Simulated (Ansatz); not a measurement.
ClGeH$_{3}$O$_{2}$ (`[OH][GeH]([OH])[Cl]`), relaxed with RKS PBE0-D4/def2-TZVP in Ansatz from a PBE-D4/def2-SVP geometry. The force threshold is 0.005 eV/Å; the program also tests the step.

Charge 0, multiplicity 1.

Start:

```xyz
7

O     0.412    0.172   -1.474
Ge   -0.279   -0.352    0.088
O    -1.040    1.050    0.870
Cl    1.406   -1.118    1.251
H     1.329   -0.155   -1.559
H    -1.377   -1.423   -0.022
H    -0.451    1.828    0.846
```

Task: By how much does the energy fall, and how many steps does the optimiser take? (An estimate is asked.)

Result: The calculation gave: 0.96 kcal/mol, in 7 steps.

Task: Which bonds change most? (Estimate.)

Result: Computed: Ge2–Cl4 from 2.186 to 2.153 Å; O1–Ge2 from 1.787 to 1.762 Å; Ge2–O3 from 1.776 to 1.752 Å; O1–H5 from 0.977 to 0.961 Å.

Task: Give the relaxed structure. (Best estimate.)

Result: Ansatz gave: 
```xyz
7

O     0.415    0.184   -1.435
Ge   -0.274   -0.351    0.096
O    -1.008    1.037    0.873
Cl    1.373   -1.109    1.259
H     1.299   -0.162   -1.581
H    -1.349   -1.422   -0.038
H    -0.457    1.823    0.827
```
